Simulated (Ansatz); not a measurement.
Reactions of F3ISn, SMILES `[F][Sn]([F])([F])[I]`.

Calculated with Ansatz (gas phase, PBE0-D4/def2-TZVP geometries, no zero-point term in ΔE). CCSD(T)/CBS adds triple-zeta CCSD(T) − MP2 to the extrapolated MP2 energy (def2 sets, frozen cores). This one scheme is used for every species. Elements past krypton have def2 core potentials. For I, Se, Sn outer-core shells are correlated without core-valence functions, which leaves a few kJ/mol of doubt a bond. Scalar relativity is left out up to krypton. Each species was taken in one conformer, which may not be the lowest.

| reaction | CCSD/CBS(def2) (kJ/mol) |
| --- | --- |
| `[F][Sn]([F])([F])[I]` + HCl → `[F][Sn]([F])([Cl])[I]` + H–F | -40 |
| `[F][Sn]([F])([F])[I]` + H₂Se → `[F][Sn]([F])([F])[SeH]` + HI | 23 |
| `[F][Sn]([F])([F])[I]` + HI → `[F][Sn]([F])([I])[I]` + H–F | -71 |
| `[F][Sn]([F])([F])[I]` + HCl → `[F][Sn]([F])([F])[Cl]` + HI | 35 |

Q: Give the CCSD(T)/CBS values in the same order. (Estimate.)

A: Computed: -40, 23, -72, 35 kJ/mol.

Largest T1 diagnostic: 0.014, for `[F][Sn]([F])([F])[Cl]`.
